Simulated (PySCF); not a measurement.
## C₆ coefficients of unlike pairs at PBE

Calculated with PySCF 2.14 from the dipole response of each species, C₆(A,B) = (3/π) ∫ α_A(iu) α_B(iu) du, in atomic units, from isotropic polarisabilities. For ions this is the dispersion term alone; charge-induced terms of lower order in 1/R come first.

```
species      configuration                        basis  relativity  α (bohr³)  C₆ (like pair)
    Ti⁺  [Ar] 3d2 4s1 (4F)    def2-QZVPPD (11s6p5d3f2g)        none      47.38           298.1
     He           1s2 (1S)     aug-cc-pV5Z (6s5p4d3f2g)        none      1.579           1.734
   Ar²⁺  [Ne] 3s2 3p4 (3P)  aug-cc-pwCVQZ (10s9p7d5f3g)        none      4.835           16.97
    B²⁺      [He] 2s1 (2S)       def2-TZVPPD (6s3p3d1f)        none      7.002           9.250
```

Question: Estimate C₆ for He with Ti⁺.

Answer: The integral gives 18.20. The combination rule 2 C_A C_B / (C_A α_B/α_A + C_B α_A/α_B) gives 16.68 and the geometric mean 22.73.

No spin-orbit coupling is included.

The other pairs:

| pair | C₆ |
| --- | --- |
| B²⁺, He | 3.357 |
| B²⁺, Ar²⁺ | 10.41 |
| Ar²⁺, Ti⁺ | 56.41 |
| B²⁺, Ti⁺ | 51.93 |
| Ar²⁺, He | 5.423 |
